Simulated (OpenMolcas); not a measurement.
V4+ (d1) in a complex was computed by CASSCF with the d shell active (OpenMolcas, ANO-RCC-VTZP on the metal). Its lowest spin-free states, and all those of the highest spin:

| 2S+1 | Degeneracy | E (cm-1) |
| --- | --- | --- |
| 2 | 1 | 0.0 |
| 2 | 2 | 191.4 |
| 2 | 2 | 30220 |

Problem. Is the site octahedral, tetrahedral or cube-like, axial, or of lower symmetry?

Solution. The states with 2S+1 = 2 have orbital degeneracies 1, 2, 2. There are pairs but no triples, so the site is axial: not cubic, but with a proper or improper axis of order three or more. The run had V4+ with 6 ligands (ammonia) in octahedral coordination (S6) at 2 Å. Ligand basis ANO-RCC-VDZP.

The least metal-like active orbital is 75 % on the metal (Löwdin) and no ligand orbital is active, so the numbers are rough. Ligand-to-metal charge-transfer states are missing. With metal d orbitals alone the field can be off either way by tens of per cent. No measured value stands beside these numbers; the geometry is a model, was not optimised and need not be the one that this ion takes.
